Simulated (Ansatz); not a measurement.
Basis-set series for C₂H₁₀BNSi (`BN(C)[SiH2]C`). Charge 0, multiplicity 1. The structure was optimised at the PBE0-D4/def2-TZVP level. It is one conformer, not always the lowest.

Z-matrix (Å, degrees):
```
C
N 1 1.458
H 1 1.095 2 111.1
H 1 1.095 2 111.4 3 -120.1
H 1 1.090 2 109.8 3 120.0
Si 2 1.756 1 116.3 3 57.3
B 2 1.395 1 121.6 3 -123.0
C 6 1.865 2 111.4 1 65.9
H 6 1.491 2 107.6 1 -53.3
H 6 1.481 2 108.0 1 -171.9
H 7 1.200 2 119.4 1 0.1
H 7 1.198 2 119.3 1 -179.8
H 8 1.093 6 110.1 2 -179.5
H 8 1.093 6 110.9 2 60.9
H 8 1.093 6 111.6 2 -60.0
```

```tsv
functional	basis	functions	energy (Eh)	HOMO (eV)	LUMO (eV)
PBE0-D4	def2-SVP	124	-450.84528	-7.79	0.25
PBE0-D4	def2-TZVPP	306	-451.12784	-7.84	-0.04
ωB97M-V	def2-SVP	124	-451.03717	-10.06	2.27
ωB97M-V	def2-TZVPP	306	-451.33188	-10.12	1.72
```

(1) Give the rows for def2-QZVPP. (Best estimate.)

Answers

(1) Computed: 
```csv
functional,basis,functions,energy (Eh),HOMO (eV),LUMO (eV)
PBE0-D4,def2-QZVPP,598,-451.14763,-7.84,-0.13
ωB97M-V,def2-QZVPP,598,-451.35055,-10.13,1.37
```

Positive LUMOs are unbound and depend on the basis.
